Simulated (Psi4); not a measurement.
A dimer, CH2O2 ··· H3B (SMILES O=CO and B); the first 5 atoms form monomer A.

```
9

O      0.7526    -0.5141     0.3442
C     -0.4149    -0.0020    -0.0806
O     -0.5632     1.0974    -0.5296
H      1.4366     0.1649     0.2185
H     -1.2111    -0.7462     0.0475
B      1.0780     2.1151    -0.9795
H      1.3697     2.2407     0.1666
H      1.4818     1.1823    -1.5970
H      0.3823     2.9219    -1.5080
```

Task: What interaction energy does SAPT0/jun-cc-pVDZ, frozen core (Psi4) give, and which attractive term is the largest?

Result: Total -27.19 kJ/mol: electrostatics -116.59, exchange 192.97, induction -70.26, dispersion -33.32. The most attractive term is electrostatics.
